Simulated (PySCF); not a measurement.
## CH7NO2Si3

CH7NO2Si3 is a molecule drawn to mimic a surface site (built as: Si site whose three back bonds go to OSiH3, OSiH3, H; end group C≡N), neutral, singlet. The structure, one conformer, was relaxed in the gas phase by PBE0-D3(BJ)/def2-SVP. No frequency run checks that it is a minimum.

SMILES: N#C[SiH](O[SiH3])O[SiH3]

Coordinates in Å:
```
Si1    -0.796    1.138    0.020
O2      0.059    0.762    1.361
Si3     1.453    0.096    1.993
O4     -1.461   -0.175   -0.688
Si5    -1.195   -1.643   -1.436
C6      0.412    1.872   -1.199
N7      1.168    2.313   -1.960
H8     -1.844    2.123    0.337
H9      1.650    0.656    3.357
H10     1.301   -1.385    2.064
H11     2.611    0.439    1.117
H12    -2.480   -2.392   -1.442
H13    -0.160   -2.405   -0.676
H14    -0.724   -1.413   -2.831
```

Shieldings: GIAO PBE0/pcSseg-1. Shifts are against computed references at the same level: C TMS (σ 184.4 ppm), H TMS (σ 31.27 ppm), Si TMS (σ 352.0 ppm). Core levels by delta-SCF with SCAN, pcX-2 on the ionised atom and pcseg-1 elsewhere, spin-free X2C (2p3/2 is the spin-free 2p value less a third of a first-order spin-orbit splitting); from the vacuum level, for chosen atoms.

(1) Give the NMR and core-level values of the distinct atoms.

(2) Which of Si1, Si3 holds its core electrons tightest, and by how much against the loosest?

(3) By CAM-B3LYP/def2-SVPD (TDDFT singlets, Tamm-Dancoff triplets, ionisation by delta-SCF), where does absorption start, and what does vertical ionisation take?

## Answers

(1) 
| atoms | bonded to | σ (ppm) | δ (ppm) | core level (eV) |
| --- | --- | --- | --- | --- |
| Si1 | 1 C + 2 O + 1 H | 425.0 | -73.0 | 2p3/2 108.86 |
| O2 | 2 Si | 282.0 | - | 1s 538.50 |
| Si3 | 1 O + 3 H | 385.7 | -33.7 | 2p3/2 108.03 |
| O4 | 2 Si | 281.8 | - | 1s 538.50 |
| Si5 | 1 O + 3 H | 386.3 | -34.3 | - |
| C6 | 1 N + 1 Si | 58.9 | 125.5 | 1s 291.87 |
| N7 | 1 C | -94.1 | - | - |
| H8 | 1 Si | 26.83 | 4.44 | - |
| H9 H10 H11 | 1 Si | 26.08 | 5.19 | - |
| H12 H13 H14 | 1 Si | 26.10 | 5.17 | - |

Values are those of this one static structure, with the three H of a rotating XH3 group averaged; atoms that internal rotation interchanges would show their mean in an NMR spectrum.

The core-hole state of C6 is spin-contaminated (⟨S²⟩ 0.83 against 0.75 for a pure doublet), so that value and differences from it are less sure.

(2) Si1 (bonded to 1 C + 2 O + 1 H), by 0.84 eV over Si3 (bonded to 1 O + 3 H).

(3) The first singlet with intensity lies at 7.59 eV (f 0.002); what lies below it is dark. The lowest singlet lies at 6.99 eV (f 0.000), the strongest of the first 6 at 7.69 eV (f 0.004), the lowest triplet at 5.77 eV; vertical ionisation takes 11.40 eV.
